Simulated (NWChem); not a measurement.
All runs are NWChem calculations. System: H$_{2}$AlF$_{2}$N, charge 0, spin multiplicity 1, at a geometry optimised with PBE0/def2-SVP. The structure started from a generated list of species. Level: G0W0@PBE/def2-TZVP, RI basis def2-tzvp-rifit.

Output (cleaned and shortened):

```
             Northwest Computational Chemistry Package (NWChem) 7.3.0
             --------------------------------------------------------

                                NWChem Input Module
                                -------------------

 Scaling coordinates for geometry "geometry" by  1.889725989
 (inverse scale =  0.529177249)

 Turning off AUTOSYM since
 SYMMETRY directive was detected!

                             Geometry "geometry" -> ""
                             -------------------------

 Output coordinates in angstroms (scale by  1.889725989 to convert to a.u.)

  No.       Tag          Charge          X              Y              Z
 ---- ---------------- ---------- -------------- -------------- --------------
    1 Al                  13.0000     0.00000000     0.00000000    -0.03988700
    2 F                    9.0000     1.41979400     0.00000000    -0.88969200
    3 F                    9.0000    -1.41979400     0.00000000    -0.88969200
    4 N                    7.0000     0.00000000     0.00000000     1.70896100
    5 H                    1.0000    -0.83301000     0.00000000     2.28513200
    6 H                    1.0000     0.83301000     0.00000000     2.28513200

 Effective nuclear repulsion energy (a.u.)     158.5812590536

            Nuclear Dipole moment (a.u.)
            ----------------------------
        X                 Y               Z
 ---------------- ---------------- ----------------
     0.0000000000     0.0000000000     0.0000075589

      Symmetry information
      --------------------

 Group name             C2v
 Group number             16
 Group order               4
 No. of unique centers     4

      Symmetry unique atoms

     1    2    4    5


 Summary of "ao basis" -> "" (spherical)
 ------------------------------------------------------------------------------
       Tag                 Description            Shells   Functions and Types
 ---------------- ------------------------------  ------  ---------------------
 *                         def2-tzvp                  on all atoms

 new library libraries.bse/

 Summary of "ri basis" -> "" (spherical)
 ------------------------------------------------------------------------------
       Tag                 Description            Shells   Functions and Types
 ---------------- ------------------------------  ------  ---------------------
 *                      def2-tzvp-rifit               on all atoms

  pbe96 is a nonlocal functional; adding pw91lda local functional.

                                 NWChem DFT Module
                                 -----------------

 Summary of "ao basis" -> "ao basis" (spherical)
 ------------------------------------------------------------------------------
       Tag                 Description            Shells   Functions and Types
 ---------------- ------------------------------  ------  ---------------------
 Al                        def2-tzvp                13       37   5s5p2d1f
 F                         def2-tzvp                11       31   5s3p2d1f
 N                         def2-tzvp                11       31   5s3p2d1f
 H                         def2-tzvp                 4        6   3s1p

 Summary of "ao basis" -> "ao basis" (spherical)
 ------------------------------------------------------------------------------
       Tag                 Description            Shells   Functions and Types
 ---------------- ------------------------------  ------  ---------------------
 Al                        def2-tzvp                13       37   5s5p2d1f
 F                         def2-tzvp                11       31   5s3p2d1f
 N                         def2-tzvp                11       31   5s3p2d1f
 H                         def2-tzvp                 4        6   3s1p

      Symmetry analysis of basis
      --------------------------

        a1         56
        a2         17
        b1         42
        b2         27

            General Information
            -------------------
          SCF calculation type: DFT
          Wavefunction type:  closed shell.
          No. of atoms     :     6
          No. of electrons :    40
           Alpha electrons :    20
[...]
    44      0.349333  2 F  py                75     -0.349333  3 F  py
    47      0.280860  2 F  py                78     -0.280860  3 F  py
    50      0.184896  2 F  py                81     -0.184896  3 F  py
    21      0.064306  1 Al d -2              26      0.048743  1 Al d -2
    32     -0.025647  1 Al f -2

 Vector   19  Occ=2.000000D+00  E=-3.368459D-01  Symmetry=b1
              MO Center=  1.3D-13,  2.2D-15, -8.3D-01, r^2= 2.6D+00
   Bfn.  Coefficient  Atom+Function         Bfn.  Coefficient  Atom+Function
  ----- ------------  ---------------      ----- ------------  ---------------
    45      0.272281  2 F  pz                76     -0.272281  3 F  pz
    43      0.226256  2 F  px                74      0.226256  3 F  px
    48      0.218033  2 F  pz                79     -0.218033  3 F  pz
    46      0.178274  2 F  px                77      0.178274  3 F  px
    51      0.146921  2 F  pz                82     -0.146921  3 F  pz

 Vector   20  Occ=2.000000D+00  E=-2.421769D-01  Symmetry=b2
              MO Center=  1.2D-15,  1.4D-15,  1.6D+00, r^2= 1.3D+00
   Bfn.  Coefficient  Atom+Function         Bfn.  Coefficient  Atom+Function
  ----- ------------  ---------------      ----- ------------  ---------------
   106      0.403911  4 N  py               109      0.345877  4 N  py
   112      0.325589  4 N  py                16      0.111219  1 Al py
    19      0.064893  1 Al py                22      0.060475  1 Al d -1
    44     -0.053376  2 F  py                75     -0.053376  3 F  py
    47     -0.041928  2 F  py                78     -0.041928  3 F  py

 Vector   21  Occ=0.000000D+00  E=-5.815725D-02  Symmetry=a1
              MO Center= -1.9D-15, -6.5D-15,  1.9D-01, r^2= 4.6D+00
   Bfn.  Coefficient  Atom+Function         Bfn.  Coefficient  Atom+Function
  ----- ------------  ---------------      ----- ------------  ---------------
     5      1.109750  1 Al s                104     -0.725088  4 N  s
     4      0.273841  1 Al s                133      0.269848  5 H  s
   139      0.269848  6 H  s                  3     -0.194207  1 Al s
    42     -0.185262  2 F  s                 73     -0.185262  3 F  s
   102     -0.152788  4 N  s                103     -0.130034  4 N  s

 Vector   22  Occ=0.000000D+00  E=-7.165394D-03  Symmetry=b2
              MO Center=  8.5D-15, -1.6D-15, -9.4D-03, r^2= 4.4D+00
   Bfn.  Coefficient  Atom+Function         Bfn.  Coefficient  Atom+Function
  ----- ------------  ---------------      ----- ------------  ---------------
    19      0.818358  1 Al py                16      0.426954  1 Al py
   112     -0.275119  4 N  py               106     -0.173959  4 N  py
   109     -0.145559  4 N  py                44     -0.141196  2 F  py
    75     -0.141196  3 F  py                50     -0.133986  2 F  py
    81     -0.133986  3 F  py                47     -0.109722  2 F  py

 Vector   23  Occ=0.000000D+00  E= 2.141281D-02  Symmetry=a1
              MO Center= -2.2D-17,  7.2D-15,  1.5D+00, r^2= 6.8D+00
   Bfn.  Coefficient  Atom+Function         Bfn.  Coefficient  Atom+Function
  ----- ------------  ---------------      ----- ------------  ---------------
   104      1.883267  4 N  s                133     -0.914854  5 H  s
   139     -0.914854  6 H  s                 20     -0.723495  1 Al pz
   113      0.238868  4 N  pz                28     -0.215249  1 Al d  0
    17     -0.207860  1 Al pz               102      0.184545  4 N  s
   107      0.156821  4 N  pz                42     -0.152343  2 F  s

 center of mass
 --------------
 x =   0.00000000 y =   0.00000000 z =  -0.14803239

 moments of inertia (a.u.)
 ------------------
         289.414563052315           0.000000000000           0.000000000000
           0.000000000000         567.933261963326           0.000000000000
           0.000000000000           0.000000000000         278.518698911012

     Multipole analysis of the density
     ---------------------------------

     L   x y z        total         alpha         beta         nuclear
     -   - - -        -----         -----         ----         -------
     0   0 0 0     -0.000000    -20.000000    -20.000000     40.000000

     1   1 0 0      0.000000      0.000000      0.000000      0.000000
     1   0 1 0     -0.000000     -0.000000     -0.000000      0.000000
     1   0 0 1      1.037999      0.518996      0.518996      0.000008

     2   2 0 0    -23.301129    -78.915992    -78.915992    134.530854
     2   1 1 0      0.000000      0.000000      0.000000      0.000000
     2   1 0 1     -0.000000     -0.000000     -0.000000      0.000000
     2   0 2 0    -19.415940     -9.707970     -9.707970      0.000000
     2   0 1 1      0.000000      0.000000      0.000000      0.000000
     2   0 0 2    -19.060584    -90.157972    -90.157972    161.255360

 Task  times  cpu:       16.7s     wall:       16.7s

                                NWChem Input Module
                                -------------------

                                 NWChem GW Module
                                 ----------------

                             ***********************
                             ***        GW       ***
                             ***********************

 Summary of "ri basis" -> "ri basis" (spherical)
 ------------------------------------------------------------------------------
       Tag                 Description            Shells   Functions and Types
 ---------------- ------------------------------  ------  ---------------------
 Al                     def2-tzvp-rifit             29      113   9s7p6d5f2g
 F                      def2-tzvp-rifit             22       76   8s6p4d3f1g
 N                      def2-tzvp-rifit             22       76   8s6p4d3f1g
 H                      def2-tzvp-rifit              7       15   4s2p1d

                 Memory Information
                 ------------------
          Available GA per process is          1699.8 MBs
          Available stack per process is        700.0 MBs
          Available heap per process is           0.0 MBs

          Peak memory in Initialization
              Peak GA per process is                 10.0 MBs
              Peak stack per process is               0.2 MBs
              Peak heap per process is               10.5 MBs
              Memory not in MA per process            0.0 MBs

          Peak memory in AFF Calculation
              Peak GA per process is                 61.1 MBs
              Peak stack per process is              45.4 MBs
              Peak heap per process is                0.0 MBs
              Memory not in MA per process           45.4 MBs

          Computing 2-center integrals
          Computing Inverse Cholesky factor
          Computing 3-center integrals
          Computing V_xc ...

          Computing Sigma_x
          Computing RPA polarizability
          Solving quasiparticle equations

                  Alpha Orbitals
          State     Energy (eV)     Error (eV)
          -----------------------------------
@GW        17        -13.590           0.003
@GW        18        -13.593           0.003
@GW        19        -13.410           0.003
@GW        20         -9.907           0.002
@GW        21          1.101           0.002
@GW        22          2.306           0.002

   Applying  -3.3165 eV scissor-shift to rest of particle states

   Applying   2.6835 eV scissor-shift to rest of hole states

     GW Timing Statistics
   ------------------------
   Init.   :          0.1s
     ERIs  :          1.9s
     Distr.:          0.0s
     Vxc   :          0.3s
   Sigma_x :          0.0s
   RPA     :          6.8s
   Wmn     :          0.1s
   Sigma_c :          0.2s
   GW total:          9.4s

 Task  times  cpu:        9.4s     wall:        9.4s

 Total times  cpu:       26.2s     wall:       26.2s
```

Write an NWChem input that would produce this output.

One answer among several that fit: 
```
start mol
memory heap 200 mb stack 700 mb global 1700 mb
geometry units angstroms nocenter noautoz
  Al     0.000000     0.000000    -0.039887
  F      1.419794     0.000000    -0.889692
  F     -1.419794     0.000000    -0.889692
  N      0.000000     0.000000     1.708961
  H     -0.833010     0.000000     2.285132
  H      0.833010     0.000000     2.285132
  symmetry group C2v
end
basis spherical
  * library def2-tzvp
end
basis "ri basis" bse spherical
  * library def2-tzvp-rifit
end
dft
  xc xpbe96 cpbe96
  iterations 100
  direct
  tolerances tight
end
task dft energy
gw
  states alpha occ 4 vir 2
end
task dft gw
```
